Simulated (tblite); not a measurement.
Species: C₅H₁₂AsGa.
SMILES with atom numbers: `[H][As+:4]([H])([H])[Ga@H-:3]([CH:2]=[CH2:1])[C:5](=[CH2:6])[CH3:7]` (hydrogens: H8, H9 on C1; H10 on C2; H11 on Ga3; H12, H13, H14 on As4; H15, H16 on C6; H17, H18, H19 on C7)
Bond orders are those of one Lewis drawing.

Computed with GFN2-xTB (tblite), gas phase: L-BFGS steps from a force-field or distance-geometry start until the largest atomic force falls under 0.01 eV/Å.

Step 67: E = -551.3521 eV
```
atom  x, y, z in Å  |  force x, y, z in eV/Å
C1     -1.5885    2.5132   -1.5701    0.011   0.016  -0.003
C2     -1.2740    1.2653   -1.2322   -0.008   0.040  -0.101
Ga3    -0.3042    0.7164    0.4488   -0.056  -0.074   0.035
As4    -1.7652   -1.8077    0.3791    0.043   0.046  -0.021
C5      1.5481   -0.0937    0.5193    0.062  -0.047  -0.006
C6      2.1069   -0.2111    1.7190    0.018   0.056   0.010
C7      2.2097   -0.5782   -0.7402   -0.010  -0.005   0.016
H8     -2.1005    2.7713   -2.4927    0.008  -0.018   0.072
H9     -1.3355    3.3470   -0.9257   -0.023   0.015  -0.022
H10    -1.5581    0.4756   -1.9382    0.002   0.003  -0.028
H11    -0.9284    1.0192    1.8880    0.039   0.031   0.002
H12    -3.0929   -1.3951    0.9186    0.018  -0.003  -0.010
H13    -1.3721   -2.3208    1.7182   -0.010  -0.023   0.018
H14    -2.3285   -3.1549    0.0207   -0.017  -0.023   0.025
H15     1.5947    0.1848    2.5911   -0.008  -0.036   0.038
H16     3.0790   -0.6576    1.8969   -0.030  -0.010  -0.027
H17     2.5274    0.2864   -1.3302   -0.047  -0.059  -0.029
H18     1.4888   -1.1492   -1.3383    0.063   0.052   0.018
H19     3.0835   -1.2019   -0.5392   -0.055   0.037   0.014
```

Step 68: E = -551.3537 eV
```
atom  x, y, z in Å  |  force x, y, z in eV/Å
C1     -1.5889    2.5130   -1.5657    0.011  -0.014  -0.007
C2     -1.2714    1.2635   -1.2366    0.006   0.009  -0.071
Ga3    -0.3022    0.7183    0.4479   -0.062  -0.062  -0.011
As4    -1.7613   -1.8137    0.3739    0.037   0.004  -0.008
C5      1.5493   -0.0929    0.5210    0.029  -0.047   0.005
C6      2.1073   -0.2154    1.7202    0.025   0.057   0.020
C7      2.2081   -0.5767   -0.7389    0.003  -0.008   0.022
H8     -2.1045    2.7696   -2.4853   -0.007   0.019   0.046
H9     -1.3352    3.3445   -0.9185   -0.024   0.010  -0.025
H10    -1.5577    0.4759   -1.9452    0.010   0.027  -0.013
H11    -0.9329    1.0440    1.8759    0.039   0.024   0.029
H12    -3.0859   -1.3889    0.9121    0.020  -0.006  -0.009
H13    -1.3699   -2.3223    1.7172   -0.015  -0.008   0.000
H14    -2.3341   -3.1636    0.0278   -0.004   0.016   0.028
H15     1.5980    0.1822    2.5929   -0.014  -0.037   0.047
H16     3.0772   -0.6668    1.8965   -0.021  -0.008  -0.024
H17     2.5182    0.2888   -1.3302   -0.043  -0.051  -0.050
H18     1.4911   -1.1554   -1.3324    0.027   0.052  -0.004
H19     3.0849   -1.1949   -0.5400   -0.017   0.023   0.025
```

**Question.** Estimate the geometry and energy of step 69. (The exact step hangs on the optimiser's Hessian estimate; all steps are aligned on step 68, rigid shifts and turns removed.)

**Answer.** E = -551.3549 eV, largest force 0.083 eV/Å
```
atom  x, y, z in Å  |  force x, y, z in eV/Å
C1     -1.5933    2.5118   -1.5633    0.011  -0.044  -0.004
C2     -1.2691    1.2629   -1.2392    0.019  -0.009  -0.034
Ga3    -0.3006    0.7194    0.4488   -0.051  -0.048  -0.044
As4    -1.7551   -1.8134    0.3635    0.018  -0.046   0.020
C5      1.5515   -0.0935    0.5237   -0.015  -0.031   0.023
C6      2.1077   -0.2212    1.7231    0.017   0.043   0.020
C7      2.2068   -0.5765   -0.7369    0.023  -0.005   0.014
H8     -2.1137    2.7637   -2.4804   -0.020   0.047   0.019
H9     -1.3417    3.3439   -0.9164   -0.022   0.006  -0.024
H10    -1.5552    0.4739   -1.9470    0.013   0.043  -0.012
H11    -0.9334    1.0603    1.8707    0.036   0.019   0.043
H12    -3.0758   -1.3759    0.9034    0.031  -0.010  -0.015
H13    -1.3615   -2.3130    1.7122   -0.022   0.005  -0.028
H14    -2.3377   -3.1669    0.0333    0.011   0.056   0.035
H15     1.5993    0.1754    2.5968   -0.011  -0.037   0.045
H16     3.0735   -0.6810    1.8980   -0.008   0.001  -0.018
H17     2.5064    0.2893   -1.3330   -0.036  -0.046  -0.053
H18     1.4932   -1.1632   -1.3253    0.004   0.042  -0.011
H19     3.0889   -1.1868   -0.5395    0.003   0.014   0.023
```

The energy changes by -0.0013 eV. The first-order estimate −F·Δx gives -0.0017 eV and the mean of the old and new forces, exact on a quadratic surface, -0.0013 eV. The step makes an angle of 80° with the force vector and moves no atom by more than 0.019 Å.

The cost below is that of the whole relaxation. Hardware: one thread, Arm Neoverse V1 (aarch64), no GPU, on a shared host. Cost: 1.4 s wall.
